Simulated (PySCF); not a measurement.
Cartesian coordinates (Å):
```xyz
5

S     -1.7003     0.6277     0.0483
B      0.0542     0.6282     0.0404
S      1.2496    -0.6621    -0.0499
H     -1.9561    -0.7002    -0.0363
H      2.3525     0.1064    -0.0026
```
Charge 0, spin multiplicity 2.

Q: What is the computed highest occupied spin orbital, total energy and dipole moment (PBE-D3(BJ)/def2-TZVP // PBE0-D3(BJ)/def2-TZVP (PySCF))?

A: 
The highest occupied spin orbital is -4.88 eV and the total energy is -822.0754 Ha. The dipole moment is 0.190 e·Å.
